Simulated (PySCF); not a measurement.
CH3AlBr2 (SMILES [CH3][Al]([Br])[Br]), singlet, at a GFN2-xTB geometry (such geometries of metal compounds can be far from the true shape), atoms displaced at random by about 0.08 Å a coordinate; HF/STO-3G, gradient (PySCF).

Input for PySCF:
```python
from pyscf import gto, scf

mol = gto.M(
    atom='''
Al    0.570919   -0.159968    0.296897
Br   -1.219103   -1.475997    0.312275
Br    0.336477    1.763517   -0.892352
C     2.065304   -0.603395    1.353704
H     2.688160    0.210887    1.743866
H     2.937568   -0.980029    0.773565
H     1.941404   -1.562385    2.152170
''',
    basis='sto-3g',
    charge=0,
    spin=0,
    verbose=4,
)

mf = scf.RHF(mol)
mf.kernel()
g = mf.nuc_grad_method()
grad = g.kernel()
```

The log (banner, timings and long lists left out):

```
PySCF version 2.14.0

[INPUT] verbose = 4
[INPUT] num. atoms = 7
[INPUT] num. electrons = 92
[INPUT] charge = 0
[INPUT] spin (= nelec alpha-beta = 2S) = 0
[INPUT] symmetry False subgroup None
[INPUT] Mole.unit = angstrom
[INPUT] Symbol           X                Y                Z      unit          X                Y                Z       unit  Magmom
[INPUT]  1 Al     0.570919000000  -0.159968000000   0.296897000000 AA    1.078880549311  -0.302295708694   0.561054017205 Bohr   0.0
[INPUT]  2 Br    -1.219103000000  -1.475997000000   0.312275000000 AA   -2.303770787636  -2.789230090680   0.590114225549 Bohr   0.0
[INPUT]  3 Br     0.336477000000   1.763517000000  -0.892352000000 AA    0.635849377215   3.332564146015  -1.686300886708 Bohr   0.0
[INPUT]  4 C      2.065304000000  -0.603395000000   1.353704000000 AA    3.902858923969  -1.140251294932   2.558129813728 Bohr   0.0
[INPUT]  5 H      2.688160000000   0.210887000000   1.743866000000 AA    5.079886179011   0.398518673231   3.295429137941 Bohr   0.0
[INPUT]  6 H      2.937568000000  -0.980029000000   0.773565000000 AA    5.551198992286  -1.851986404131   1.461825989549 Bohr   0.0
[INPUT]  7 H      1.941404000000  -1.562385000000   2.152170000000 AA    3.668721857135  -2.952479751129   4.067011873505 Bohr   0.0

nuclear repulsion = 512.40316750536
number of shells = 27
number of NR pGTOs = 159
number of NR cGTOs = 53
basis = sto-3g
ecp = {}

******** <class 'pyscf.scf.hf.RHF'> ********
method = RHF
initial guess = minao
damping factor = 0
level_shift factor = 0
DIIS = <class 'pyscf.scf.diis.CDIIS'>
diis_start_cycle = 1
diis_space = 8
diis_damp = 0
SCF conv_tol = 1e-09
SCF conv_tol_grad = None
SCF max_cycles = 50
direct_scf = True
direct_scf_tol = 1e-13
Set gradient conv threshold to 3.16228e-05
Initial guess from minao.
init E= -5359.96415353418
  HOMO = -0.526255265847797  LUMO = -0.107414769442801  gap/eV = 11.39723
cycle= 1 E= -5367.54817725482  delta_E= -7.58  |g|= 0.387  |ddm|=  2.9
  HOMO = -0.253754443431823  LUMO = 0.19749986068705  gap/eV = 12.27926
cycle= 2 E= -5367.64341409392  delta_E= -0.0952  |g|= 0.0927  |ddm|= 1.07
  HOMO = -0.292007041563178  LUMO = 0.266771238657331  gap/eV = 15.20513
cycle= 3 E= -5367.64799287535  delta_E= -0.00458  |g|= 0.0252  |ddm|= 0.185
  HOMO = -0.29942713509658  LUMO = 0.260096885822315  gap/eV = 15.22542
cycle= 4 E= -5367.64853775289  delta_E= -0.000545  |g|= 0.00533  |ddm|= 0.0824
  HOMO = -0.300073283568795  LUMO = 0.259295104936172  gap/eV = 15.22119
cycle= 5 E= -5367.64855797889  delta_E= -2.02e-05  |g|= 0.00122  |ddm|= 0.015
  HOMO = -0.300005163424747  LUMO = 0.259206031051663  gap/eV = 15.21691
cycle= 6 E= -5367.64855915666  delta_E= -1.18e-06  |g|= 0.000276  |ddm|= 0.00356
  HOMO = -0.300039662313356  LUMO = 0.259245934820905  gap/eV = 15.21894
cycle= 7 E= -5367.64855923186  delta_E= -7.52e-08  |g|= 3.5e-05  |ddm|= 0.00104
  HOMO = -0.300041450311458  LUMO = 0.259246700407055  gap/eV = 15.21901
cycle= 8 E= -5367.64855923306  delta_E= -1.2e-09  |g|= 5.87e-06  |ddm|= 0.000128
  HOMO = -0.300041748526199  LUMO = 0.259246641718591  gap/eV = 15.21901
cycle= 9 E= -5367.64855923312  delta_E= -6e-11  |g|= 1e-06  |ddm|= 2.05e-05
  HOMO = -0.300041653294964  LUMO = 0.259246820008761  gap/eV = 15.21901
Extra cycle  E= -5367.64855923311  delta_E= 9.09e-12  |g|= 3.79e-07  |ddm|= 2.65e-06
converged SCF energy = -5367.64855923311

******** <class 'pyscf.grad.rhf.Gradients'> for <class 'pyscf.scf.hf.RHF'> ********
unit = Eh/Bohr
--------------- RHF gradients ---------------
         x                y                z
0 Al     0.0205528900    -0.0183351060     0.0101539977
1 Br    -0.0134334059    -0.0081926400     0.0011816741
2 Br    -0.0071556447     0.0294692838    -0.0180134038
3 C    -0.0641805122     0.0829071970    -0.0374297023
4 H     0.0338352717    -0.0040783437    -0.0259228721
5 H     0.0317238282     0.0098759088     0.0148596033
6 H    -0.0013424272    -0.0916462999     0.0551707032
----------------------------------------------
```
